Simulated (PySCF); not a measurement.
# Input and output

Cs2H2 (singlet). PySCF 2.14.0, RKS CAM-B3LYP, Cs def2-SVP with ECP46, H def2-SVP; non-relativistic Hamiltonian with scalar-relativistic core potentials where named; density fitting; no spin-orbit coupling. Purpose: singlet excitations, Tamm-Dancoff CAM-B3LYP.

```python
mol = gto.M(atom='''
Cs     0.00000    -0.00000     2.12753
Cs    -0.00000     0.00000    -2.12753
H      1.83668    -0.00000    -0.00000
H     -1.83668     0.00000     0.00000''',
    basis={'Cs': 'def2-SVP', 'H': 'def2-SVP'},
    ecp={'Cs': 'def2-SVP'},
    charge=0, spin=0)
mf = dft.RKS(mol, xc='CAMB3LYP')
mf.grids.atom_grid = (50, 194)
mf = mf.density_fit()  # fitting sets: Cs def2-universal-JKFIT, H def2-universal-JKFIT
mf.conv_tol = 1e-08; mf.max_cycle = 55
mf.kernel(dm0)  # dm0: converged density of the relaxed state
td = mf.TDA(); td.nstates = 8; td.kernel()
```

Run from Python with OMP_NUM_THREADS=2; the lines above give its settings. Where DIIS fails, smearing, a level shift and second-order steps follow.
It took 6.1 s on 2 threads of AMD EPYC 7B13 (Zen 3) (shared host), from an already converged density.

**Question.** Where do the frontier levels lie, over both spins?

**Answer.** HOMO -5.21 eV, LUMO -0.12 eV. 

**Question.** What are the Mulliken charges and spins?

**Answer.** 
| atom | charge (e) | spin (e) |
| --- | --- | --- |
| Cs1 | 0.440 | 0.000 |
| Cs2 | 0.440 | 0.000 |
| H3 | -0.440 | 0.000 |
| H4 | -0.440 | 0.000 |

**Question.** Which singlet excitations follow (Tamm-Dancoff, 8 states)?

**Answer.** 
```json
{"state": "1", "eV": "3.11", "oscillator strength": "0.0000"}
{"state": "2", "eV": "3.48", "oscillator strength": "0.2852"}
{"state": "3", "eV": "3.55", "oscillator strength": "0.0088"}
{"state": "4", "eV": "3.61", "oscillator strength": "0.0000"}
{"state": "5", "eV": "3.77", "oscillator strength": "0.0000"}
{"state": "6", "eV": "3.96", "oscillator strength": "0.2877"}
{"state": "7", "eV": "4.10", "oscillator strength": "0.0000"}
{"state": "8", "eV": "4.15", "oscillator strength": "0.0997"}
```

The geometry was relaxed with PBE (Cs def2-SVP with ECP46, H def2-SVP).
